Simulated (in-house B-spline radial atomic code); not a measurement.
## Ionising Rh⁷⁺ with different functionals

Computed with an all-electron radial atomic-structure program (B-spline basis): four-component Dirac-Coulomb Hamiltonian, Fermi nucleus of rms radius 4.4945 fm, spin-restricted, spherical fractional occupations for the functionals, and exact exchange of hybrids averaged over the configuration. The ionisation energy is the difference of two self-consistent energies, [Kr] 4d2 → [Kr] 4d1, without Breit or QED terms; ε is the level of the shell that loses the electron (mean over j). The electron is taken from both j subshells in proportion to 2j + 1, so the result is a j average, not the step between ground levels.

```
   method                    rung  ΔSCF (eV)  -ε(4d) (eV)
    B3LYP           global hybrid          ?            ?
CAM-B3LYP  range-separated hybrid          ?            ?
    HSE06  range-separated hybrid     115.50       108.21
  LC-wPBE  range-separated hybrid     115.57       111.46
```

Problem. What does CAM-B3LYP give?

Solution. ΔSCF 115.53 eV, and -ε(4d) = 110.13 eV.

Problem. What does B3LYP give?

Solution. ΔSCF 115.57 eV, and -ε(4d) = 108.17 eV.

Problem. Among the functionals, which spreads more, the ΔSCF values or the orbital energies?

Solution. The orbital energies: ΔSCF values span about 0.07 eV and the orbital energies 3.29 eV; here energy differences depend much less on the functional than eigenvalues do.

Problem. How do they compare with the NIST value?

Solution. NIST lists 115 eV ± 2.1 (tabulated theory, ground level to ground level). Errors run from +0.40 to +0.47 eV; all lie within about twice that uncertainty, so the table can't rank the methods.
